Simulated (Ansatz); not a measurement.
```yaml
crystal:
  periodic: [false, false, false]
  atoms:
    - {symbol: B, position_ang: [-1.151377, 2.254571, -0.006380]}
    - {symbol: C, position_ang: [0.016521, -0.421076, 1.238378]}
    - {symbol: B, position_ang: [0.786755, -2.018669, -1.130094]}
    - {symbol: F, position_ang: [0.283627, -4.065139, -1.484560]}
    - {symbol: H, position_ang: [0.253475, 3.924758, -1.324280]}
    - {symbol: H, position_ang: [-3.575283, 2.552226, 0.351600]}
    - {symbol: H, position_ang: [2.111511, 0.230573, 1.641322]}
    - {symbol: H, position_ang: [-0.976721, -1.069480, 2.626283]}
    - {symbol: H, position_ang: [2.797777, -1.288806, -2.691425]}
basis:
  gaussian: {orbitals: "6-31++G**", fitting: {mean_field: cc-pVTZ-jkfit}, point_charges: [{charge: -1.00, position_ang: [4.887, 0.643, 0.886]}]}
hamiltonian: {xc: {name: r2SCANh}, dispersion: d4}
```

```sh
$ ansatz run in.yaml --threads 2 --pin off --events-out ev --progress --plain --max-ram 4352MiB
```

Output, abridged:

```
Functional definition: r2SCANh
466 factors; integrals over basis functions are off by at most 2.5e-1 eV
mean field evaluation 1: about -5142.1959 eV, gradient 5.5e1 eV
mean field evaluation 2: about -4819.0500 eV, gradient 2.3e2 eV
mean field evaluation 4: about -5122.7958 eV, gradient 8.6e1 eV
mean field evaluation 8: about -5155.0037 eV, gradient 3.0e-1 eV
mean field evaluation 16: about -5154.0882 eV, gradient 5.9e0 eV
mean field evaluation 32: about -5153.3328 eV, gradient 7.3e0 eV
mean field -5155.01099699 eV, -189.4431599472 hartree, gradient 2.1e-5 eV, S^2 0.000000; 3 other end points of the search recorded, 0 dependent functions left out
reference -5155.01103300 eV, -189.4431612709 hartree; 15, 15 occupied and 91, 91 virtual orbitals, 466 factors
Total energy: -5155.05289941 eV, -189.4446998328 hartree
```

**Question.** Something in this input is off. What?

**Answer.** The coordinates are in bohr but typed as ångström. The calculation finished and met its thresholds. The result belongs to that input, not to the molecule as meant.
